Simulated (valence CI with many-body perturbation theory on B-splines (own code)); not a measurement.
The numbers below are computed, except where a source is named.
**Ru12+: magnetic and hyperfine properties of the levels**

Method: relativistic CI+MBPT: four valence electrons over a frozen Dirac-Fock core [Ar] 3d10, a basis of 11 s, 11 p, 9 d, 7 f, 5 g, 2 h, 1 i functions for each j, with the one-electron correlation potential Σ1 (screened to all orders), the two-electron term Σ2, the three-electron term Σ3, Breit, model QED; selected single and double excitations, second order for the rest, scaled by the run's own slope (own B-spline code, finite nucleus).

No measured levels were compared; by estimate levels hold to about 250 cm⁻¹ or 0.2 % of their energy and the worst to 1 %, as in measured heavy ions of charge 2 to 7; those with d or f electrons hold less well.

A/g_I is the dipole constant over the nuclear g factor μ/I (μ in nuclear magnetons, uniformly magnetised nucleus), B/Q the quadrupole constant per barn. Both hold the static response of the core; the bare values leave it out. Large factors of s and p1/2 electrons are usually good to 5 to 10 %; those of open d and f shells near neutrality can be off by tens of per cent, and small factors of p3/2, d and f electrons come from cancelling terms and can be off by a factor of two or in sign, in half-filled shells by more. B is blank for J = 1/2, where it vanishes, and for nearly pure S terms. Energies count from the lowest level. Levels with J = 0 are left out.

Names give the largest LS component (configuration and term), which can be under half, so a name can repeat, a term be missing and a line seem to break the LS rules; names also repeat where a configuration has a term twice.

```
        Level  E (cm⁻¹)      g  A/g_I (MHz)  A/g_I bare  B/Q (MHz/b)  B/Q bare
  4s²4p² ³P_1     25998  1.500         -876        -950         4820      4460
  4s²4p² ³P_2     37392  1.312        10300        9610          648       597
  4s²4p² ¹D_2     74039  1.187         6280        5860         8900      8260
  4s4p³ ⁵S°_2    241820  1.955        27300       25600                       
  4s4p³ ³D°_1    295640  0.674       -15500      -14500         7440      6900
  4s4p³ ³D°_2    298070  1.253        18600       17500        11800     11000
  4s4p³ ³D°_3    308510  1.333        25000       23500         -722      -654
  4s4p³ ³P°_1    340680  1.366        30400       28500        -7820     -7250
  4s4p³ ³P°_2    344880  1.349        15800       14800       -11100    -10300
  4s4p³ ¹D°_2    380900  1.107        16800       15800        -2830     -2660
  4s4p³ ³S°_1    390930  1.637        -5440       -5180          129       119
  4s4p³ ¹P°_1    432360  1.320        -8710       -8230        -48.5     -32.3
4s²4p4d ³F°_2    447390  0.692         8400        7980         6050      5540
4s²4p4d ³F°_3    462380  1.090         5090        4810         6110      5590
4s²4p4d ³P°_2    486100  1.238         -259        -196         -269      -306
4s²4p4d ³F°_4    486280  1.250         2470        2310        11500     10600
4s²4p4d ³D°_1    496500  0.881        -5440       -5050         1330      1210
4s²4p4d ¹D°_2    512160  1.120         1470        1340         -890      -871
4s²4p4d ³P°_1    523190  1.141         3380        3220        -4970     -4580
4s²4p4d ³D°_3    525150  1.303         4080        3820        -4340     -4040
4s²4p4d ³D°_2    527690  1.285         4100        3880        -6570     -6080
4s²4p4d ¹F°_3    562410  1.023         3500        3310        10300      9470
4s²4p4d ¹P°_1    570410  0.978        -1690       -1520         1450      1320
     4p⁴ ³P_2    598330  1.383         5770        5450         1640      1520
     4p⁴ ³P_1    630350  1.497         1070        1060        -3670     -3400
     4p⁴ ¹D_2    637990  1.116        10900       10300       -12100    -11200
 4s4p²4d ⁵F_1    659160  0.105       -20400      -19100        -1.46     -33.0
 4s4p²4d ⁵F_2    663590  1.077         5900        5590         2930      2670
 4s4p²4d ⁵F_3    671470  1.307        10600       10000         4910      4470
 4s4p²4d ⁵F_4    684160  1.369        11600       10900         4860      4410
 4s4p²4d ⁵D_1    687480  1.421        16100       15100        -5400     -4970
 4s4p²4d ⁵D_2    689170  1.380        14800       13900        -6620     -6100
 4s4p²4d ⁵D_3    691830  1.386        16100       15100        -6050     -5610
 4s4p²4d ⁵F_5    697810  1.386        14400       13500        -6840     -6440
```

Question: Take the isotope of mass number 101, with I = 5/2, μ = -0.718 μN and Q = 0.46 b. What is the hyperfine structure of 4s4p³ ³D°_1?

Answer: From the table A = 4440 MHz, B = 3420 MHz. Shifts from the centre of gravity in MHz: F = 3/2: -13100, F = 5/2: -7180, F = 7/2: 12000.
